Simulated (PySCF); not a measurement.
# A thermochemical cycle for CsSr

r²SCAN in PySCF with def2-SVP on every atom (core potentials on Sr, Cs), for the lowest determinant that a PBE0 search found; no spin–orbit coupling. CsSr, a doublet (σ ↑), has De = 0.20 eV to neutral atoms, and CsSr⁺, a singlet (closed shell), has De = 0.37 eV to Cs⁺ + Sr.

The adiabatic ionisation energy of CsSr, between the minima, is 3.61 eV.

Q: Which ionisation energy of the Cs atom does this level give?

A: IE(Cs) = IE(molecule) + De(ion) − De(neutral) = 3.61 + 0.37 − 0.20 = 3.78 eV; the measured value is 3.894 eV (NIST ASD).

Closed-shell solutions of metal pairs were not tested for spin polarisation, which can lower them a little. Weak bonds: CsSr, CsSr⁺. Basis-set superposition, not corrected here, can be much of De in a small basis, most of all at correlated wavefunction levels. Spin–orbit coupling is left out. For an ion De counts to the pair picked by the measured ionisation energies or electron affinities, which need not be the lowest pair at this level. States were picked by a PBE0 search and need not be the measured ground states.
